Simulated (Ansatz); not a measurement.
Sn9AsH16, a doped cluster cut from the lattice of tin (As on a surface site). The state is a doublet with charge 0. Geometry r2SCAN-D4/def2-SVP, that of the charge +1 singlet; atoms count from 1.

```xyz
26

Sn   -0.143    1.921   -2.045
Sn   -2.132    0.458    1.769
Sn    2.394    0.408    1.407
As   -0.098   -2.289   -0.937
Sn    2.307    2.232   -0.720
Sn    0.263    0.725    3.201
Sn   -2.345    2.282   -0.348
Sn   -0.248   -0.691   -3.058
Sn   -2.201   -2.128    0.684
Sn    2.235   -2.179    0.338
H    -0.243    2.913   -3.445
H    -3.505    0.511    2.801
H     3.916    0.432    2.207
H    -0.158   -3.691   -1.505
H     2.380    3.818   -0.077
H     3.613    1.964   -1.795
H     0.331    2.307    3.853
H     0.350   -0.441    4.452
H    -2.278    3.869    0.294
H    -3.811    2.045   -1.201
H    -1.720   -1.213   -3.762
H     1.087   -1.240   -3.980
H    -3.481   -2.501   -0.391
H    -1.903   -3.441    1.743
H     3.322   -2.589   -0.921
H     2.070   -3.482    1.437
```

In the def2 sets Sn takes a core potential; there is no spin–orbit coupling. Single mean-field runs in def2-TZVP are fitted with def2-universal-jkfit.

Q: Estimate the Mulliken populations from the PBE0/def2-TZVP orbitals of Ansatz.

A: 
```tsv
atom	charge (e)	spin (α − β)
Sn1	0.04	0.01
Sn2	0.04	0.01
Sn3	0.04	0.01
As4	-0.19	-0.05
Sn5	0.07	0.00
Sn6	0.07	0.00
Sn7	0.07	0.00
Sn8	0.04	0.34
Sn9	0.05	0.33
Sn10	0.05	0.34
H11	-0.02	0.01
H12	-0.02	0.01
H13	-0.02	0.01
H14	0.06	0.06
H15	-0.03	0.00
H16	-0.02	0.00
H17	-0.03	0.00
H18	-0.02	0.00
H19	-0.03	0.00
H20	-0.02	0.00
H21	-0.02	-0.01
H22	-0.02	-0.01
H23	-0.02	-0.01
H24	-0.02	-0.01
H25	-0.02	-0.01
H26	-0.02	-0.01
```
Mulliken values depend strongly on the basis.

Q: Where does the spin sit?

A: Summed by element: Sn 1.03, As -0.05, H 0.02, of 1 unpaired in all. Largest on single atoms: Sn8 0.34, Sn10 0.34, Sn9 0.33.

Q: And the Mayer bond orders between heavy atoms (over 0.3)?

A: Sn1–Sn5 0.86 (2.80 Å); Sn1–Sn7 0.86 (2.80 Å); Sn1–Sn8 0.89 (2.80 Å); Sn2–Sn6 0.86 (2.80 Å); Sn2–Sn7 0.86 (2.80 Å); Sn2–Sn9 0.89 (2.80 Å); Sn3–Sn5 0.86 (2.80 Å); Sn3–Sn6 0.86 (2.80 Å); Sn3–Sn10 0.89 (2.80 Å); As4–Sn8 0.70 (2.66 Å); As4–Sn9 0.71 (2.66 Å); As4–Sn10 0.71 (2.66 Å).
